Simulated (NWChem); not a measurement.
Molecule: CH5NOSi2; SMILES O[Si@@H]1C=N[SiH2]1

```xyz
10

O     -0.2667     2.3144    -0.3868
Si     0.0219     0.8717     0.3966
C      1.4214    -0.3506    -0.1034
N      0.9120    -1.5313    -0.1566
Si    -0.8727    -1.2563    -0.0424
H     -0.4619     2.2667    -1.3275
H      0.1524     1.2598     1.8324
H      2.5119    -0.2156    -0.2476
H     -1.5620    -2.1168     0.9677
H     -1.5068    -1.5021    -1.3741
```
Atoms are numbered in this order, from 1.

Computed with NWChem. Medium grid unless said otherwise, to which SCAN and Minnesota functionals are sensitive. Structure relaxed at the PBE0/def2-SVP level. Hybrids' shares of exact exchange are those that their runs print; pure functionals count as 0. The functionals differ in more than this share.

```csv
row,share of exact exchange,highest occupied level (eV)
PBE/def2-TZVP,0.00,-5.51
r2SCAN/def2-TZVP,0.00,-5.73
B3LYP/def2-TZVP,0.20,-6.60
M06-2X/def2-TZVP,0.54,-8.03
Hartree-Fock/def2-TZVP,1.00,withheld
```

Q: Fit a straight line of the last column on the one before it, predict the withheld value, and compare with the run.

A: 
1. Means of the 4 shown rows: x = 0.185, y = -6.467. Slope Σ(x − x̄)(y − ȳ)/Σ(x − x̄)² = -0.8702/0.1947 = -4.470; intercept -5.641.
2. The shown rows scatter about the line by 0.086 (root mean square); the largest residual is +0.13, at PBE/def2-TZVP.
3. At x = 1.00 (Hartree-Fock/def2-TZVP; beyond the shown range) the line gives -10.11.
4. The run gives -10.07, +0.04 from the line, 0.5 times the scatter.
